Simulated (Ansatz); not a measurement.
A nudged elastic band was laid between two geometries of CH$_{7}$OPSi (11 atoms, charge 0, multiplicity 1).

Level of theory: Ansatz 0.2.0, RKS PBE0-D4/def2-SVP.

* movable images: 9
* climbing image: yes
* spring: 5.0 eV/Å²
* optimiser: quadratic models (default)
* start path: through a guess of the saddle point
* force threshold: 0.03 eV/Å
* iteration limit: 60
* end points: relaxed

Initial state:

```xyz
11
Properties=species:S:1:pos:R:3
C 0.532 1.802 -0.109
O -0.426 0.937 -0.653
Si -0.893 -0.498 0.046
P 0.906 -1.859 0.281
H 1.490 1.290 0.094
H 0.724 2.613 -0.828
H 0.184 2.259 0.836
H -1.956 -1.049 -0.838
H -1.439 -0.281 1.426
H 0.837 -2.356 -1.056
H 0.107 -2.916 0.821
```

Final state:

```xyz
11
Properties=species:S:1:pos:R:3
C 0.587 1.548 -0.060
O -0.439 0.820 -0.672
Si -1.143 -0.546 -0.032
P 0.248 -2.314 0.210
H 1.517 0.956 0.033
H 0.810 2.431 -0.677
H 0.304 1.900 0.950
H -2.225 -0.926 -0.979
H -1.707 -0.258 1.326
H 0.900 -2.089 -1.041
H 1.215 -1.578 0.962
```

(1) Which bonds break or form, and what moves?

(2) Give the energies along the band, and the barrier.

(3) What is the geometry of the highest image?

(4) What are the harmonic wavenumbers there?

Results:

(1) No bond is made or broken. The height of P4 over the plane of its neighbours goes from -0.87 to 0.86 Å.

(2) The forces met the threshold. The highest image is number 4 of 0 to 10, 0.86 eV above the first end and 0.89 eV above the last; the last end lies 0.03 eV below the first. A vibrational analysis at the climbing image gives one clearly imaginary mode, 640i cm⁻¹: a first-order saddle point.

| image | path coordinate (Å) | energy (eV) | height of P4 over the plane of its neighbours (Å) |
| --- | --- | --- | --- |
| 0 | 0.00 | 0.00 | -0.87 |
| 1 | 0.45 | 0.01 | -0.86 |
| 2 | 0.90 | 0.05 | -0.80 |
| 3 | 1.35 | 0.37 | -0.51 |
| 4 | 1.80 | 0.86 | -0.02 |
| 5 | 2.09 | 0.61 | 0.31 |
| 6 | 2.38 | 0.22 | 0.60 |
| 7 | 2.67 | 0.06 | 0.76 |
| 8 | 2.97 | 0.00 | 0.82 |
| 9 | 3.26 | -0.02 | 0.85 |
| 10 | 3.55 | -0.03 | 0.86 |

(3) 
```xyz
11
Properties=species:S:1:pos:R:3:forces:R:3
C 0.526 1.747 -0.053 0.00 0.01 0.00
O -0.558 1.049 -0.602 0.00 -0.01 0.00
Si -1.088 -0.434 -0.077 0.00 0.00 0.00
P 0.452 -1.976 0.016 0.00 0.00 0.00
H 1.405 1.092 0.087 0.00 0.00 0.00
H 0.805 2.562 -0.738 0.00 0.00 0.00
H 0.269 2.194 0.925 0.00 0.00 0.00
H -2.162 -0.790 -1.036 0.00 0.00 0.00
H -1.552 -0.397 1.344 0.00 0.00 0.00
H 1.027 -2.633 -1.079 0.00 0.00 0.00
H 0.941 -2.471 1.231 0.00 0.00 0.00
```

(4) 640i, 101, 116, 176, 217, 304, 410, 504, 628, 772, 788, 863, 903, 1036, 1171, 1181, 1220, 1465, 1476, 1477, 2224, 2289, 2565, 2605, 3013, 3093, 3140 cm⁻¹.

Run time: 110 s on 2 threads of AMD EPYC 9R45 96-Core Processor (Zen 5), with other jobs on the host, peak memory 0.23 GiB.
